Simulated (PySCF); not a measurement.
# Exercise with solution: chemical shift, span and skew from a shielding tensor

C5H10O, SMILES C(C)OC1CC1. Atoms are numbered in the order given.

```xyz
16

C      2.6440    -0.0828    -0.3040
C      1.2226    -0.5187    -0.5768
O      0.3964    -0.0271     0.4622
C     -0.9393    -0.3685     0.2984
C     -1.9336     0.5591     0.9056
C     -1.7988     0.4824    -0.5992
H      3.3214    -0.4506    -1.0893
H      2.9863    -0.4737     0.6663
H      2.7090     1.0156    -0.2712
H      0.8703    -0.1346    -1.5571
H      1.1540    -1.6266    -0.6248
H     -1.1431    -1.4517     0.3279
H     -2.8231     0.1365     1.3811
H     -1.5176     1.4427     1.3980
H     -1.3017     1.3225    -1.0940
H     -2.5964     0.0077    -1.1789
```
Charge 0, spin multiplicity 1.

The structure is a stationary point at r2SCAN-D4/def2-SVP. The values are those of a single conformer.

GIAO shieldings from PBE0/pcSseg-1 in PySCF, non-relativistic, no solvent. The symmetric part of the tensor of C4 has the principal values 84.5, 101.4, 204.0 ppm. The same nucleus in TMS has σ = 186.3 ppm at this level (PySCF, at its B3LYP-D3(BJ)/def2-TZVP geometry).

Task: Work out the isotropic shielding, the ¹³C shift against TMS, the span and the skew.

Result: 
σ(iso) = (σ11 + σ22 + σ33)/3 = 130.0 ppm. δ = σ(ref) − σ(iso) = 186.3 − (130.0) = 56.3 ppm.
Span Ω = σ33 − σ11 = 119.5 ppm. Skew κ = 3(σ(iso) − σ22)/Ω = 0.72. Tumbling in solution averages the tensor to δ; in a static solid the shielding alone would spread this spin-1/2 line over Ω.
